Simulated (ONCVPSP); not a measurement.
**W (Z = 74): one change to an ONCV potential, before and after**

tungsten, optimised norm-conserving Vanderbilt (ONCV), made with ONCVPSP 4.0.1 (PBEsol, scalar-relativistic). Core [Kr] 4d10, reference 4f14 5s2 5p6 5d4 6s2. Waves: 5s+6s: rc 1.75 bohr, ncon 3, nbas 6, qcut 9 1/bohr, 2 projectors; 5p: rc 2.10 bohr, ncon 4, nbas 8, qcut 7.3 1/bohr, 2 projectors, debl 0.3 Ha; 5d: rc 2.75 bohr, ncon 5, nbas 9, qcut 6.8 1/bohr, 2 projectors, debl 0.8 Ha; 4f: rc 0.85 bohr, ncon 4, nbas 8, qcut 20.5 1/bohr, 2 projectors, debl 0.9 Ha. Local part: polynomial inside 0.80 bohr (lpopt 1, dvloc0 0 Ha). Core correction: none.

In the p channel the program set the typed energies aside and used -1.588, 0.250 Ha. In the f channel the program set the typed energies aside and used -1.221, 0.250 Ha.

Change: all radii scaled by about 1.07 (s 1.88, p 2.24, d 2.94, f 0.90 bohr); local potential polynomial inside 0.86 bohr (lpopt 1, dvloc0 0 Ha).

Cutoffs: the cutoffs (Ha) at which the residual kinetic energy of the hardest occupied pseudo-wave falls to 1 and 0.1 mHa per electron; they do not see the model core or the augmentation charge, which bear on the density cutoff. Errors are all-electron minus pseudo energies relative to the spin-unpolarised reference configuration.

Problem. What does the change do?

Solution. The potential gets neither clearly harder nor softer (182 Ha and 197 Ha → 173 Ha and 189 Ha); both files keep a bound ghost (s); of the 4 tests that both files solve, the error grows in 0 and shrinks in 2 by more than 15 % and 0.3 meV (median size 10.4 → 9.3 meV).

```csv
quantity,base,changed
"cutoff, loose",182 Ha,173 Ha
"cutoff, tight",197 Ha,189 Ha
loose cutoff by channel,"s 22 Ha, p 12 Ha, d 13 Ha, f 182 Ha","s 19 Ha, p 13 Ha, d 12 Ha, f 173 Ha"
bound ghosts,s,s
GHOST(+) flags under 300 eV,"d at 61.7 eV, p at 107.0 eV",p at 130.7 eV
"error for 4f14 5s2 5p6 5d4 6s1, meV [ΔE 8.93 eV]",-3.3,-3.2
"error for 4f14 5s2 5p6 5d4 6s0, meV [ΔE 24.62 eV]",-9.9,-9.8
"error for 4f14 5s2 5p6 5d3 6s0, meV [ΔE 50.03 eV]",-11,-8.9
"error for 4f13 5s2 5p6 5d5 6s1, meV [ΔE 41.86 eV]",-163,-81
```

 A true bound ghost makes a file unfit for plane-wave use even where its test errors are small: the radial tests pick states by their node count and pass the ghost by.
